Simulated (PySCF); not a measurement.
## Static response to an electric field

Compound: CH₉GeNSi.
Atom-mapped SMILES: `[CH3:1][N:2]([SiH3:3])[GeH3:4]` (hydrogens: H5, H6, H7 on C1; H8, H9, H10 on Si3; H11, H12, H13 on Ge4)

Geometry (PBE0-D3(BJ)/def2-SVP, Å), atoms numbered from 1 in this order:
```xyz
13
CH9GeNSi angstrom
C      0.1898    1.0863    0.3047
N     -0.1953   -0.2531   -0.1090
Si    -1.8887   -0.6368   -0.1921
Ge     1.1511   -1.5099   -0.1914
H      0.3151    1.1886    1.4000
H     -0.5676    1.8261   -0.0072
H      1.1406    1.3930   -0.1654
H     -2.5697   -0.6613    1.1463
H     -2.5967    0.3955   -1.0153
H     -2.0321   -1.9856   -0.8153
H      2.2981   -0.8985   -1.0220
H      0.5797   -2.7709   -0.8559
H      1.6890   -1.8499    1.2178
```

Level: CAM-B3LYP/def2-SVPD (PySCF), static field, nuclei fixed, core orbitals frozen in the response. The polarisability tensor in these axes (au):

```
x   86.92 -2.37  0.62
y   -2.37 80.35  1.85
z    0.62  1.85 70.70
```

Question: Diagonalise the tensor; give its mean and Δα, where Δα² is half the sum of the squared differences of the eigenvalues.

Answer: Principal values 70.29, 80.00 and 87.68 au; mean 79.32 au = 11.75 Å³ = 13.08 × 10⁻⁴⁰ C²·m²/J; Δα = 15.10 au (19 % of the mean).

Question: What is the dipole moment, and where does it point?

Answer: (0.69, 0.35, 0.15) D, 0.79 D in size, pointing from the negative to the positive side. Measured along this direction, the outermost atoms are H10 at the negative end and H7 at the positive end.

Question: Find the Langevin capture rate constant for NO+ (29.998 u) meeting this molecule (136.972 u), k = 2.342 × 10⁻⁹ cm³/s × √(α in Å³ / reduced mass in u).

Answer: The reduced mass is 24.61 u, so k = 1.62 × 10⁻⁹ cm³/s. The formula leaves out the permanent dipole, which adds to the capture rate.

Question: Give the eigenvalues of the traceless quadrupole moment Θ = ½Σq(3rr − r²1), origin at the centre of nuclear charge.

Answer: -1.65, -1.53, 3.18 D·Å. The values depend on the origin, since the dipole doesn't vanish. The electronic extent ⟨r²⟩ about the same centre is 796 bohr², a root-mean-square distance of 1.81 Å for the 68 electrons.

Question: In a dilute gas of rigid molecules at 298 K, how does the orientational term μ²/3kT compare with the electronic polarisability?

Answer: In Gaussian units μ²/3kT = 5.01 Å³ against 11.75 Å³, a ratio of 0.43; the Debye molar polarisation (4π/3)N_A(α + μ²/3kT) is 42.3 cm³/mol, leaving out the vibrational part.

Question: Refractivity n − 1 of an ideal gas of it at 500 K and 1 atm, from the electronic α?

Answer: N = p/kT = 1.4678 × 10¹⁹ cm⁻³, so n − 1 = 2π × N × 11.75 × 10⁻²⁴ cm³ = 1084 × 10⁻⁶ at long wavelengths.

Question: Sum over states: ᾱ = Σ f/ω², ω in Eh. What share falls to these 10 lowest TDDFT singlets (eV, f)? 5.76, 0.0008; 6.38, 0.0437; 6.68, 0.0043; 7.12, 0.0109; 7.22, 0.0020; 7.43, 0.0026; 7.65, 0.0114; 7.69, 0.0011; 8.24, 0.1246; 8.33, 0.0002.

Answer: They add up to 2.63 au, 3.3 % of the 79.32 au; the largest single term is 1.36 au, from the state at 8.24 eV. Terms in order: 0.02, 0.79, 0.07, 0.16, 0.03, 0.03, 0.14, 0.01, 1.36, 0.00 au. Higher excitations give the rest. The strengths listed sum to 0.202.

Isolated species at its PBE0-D3(BJ)/def2-SVP geometry, gas phase. The calculation is non-relativistic, for germanium too.
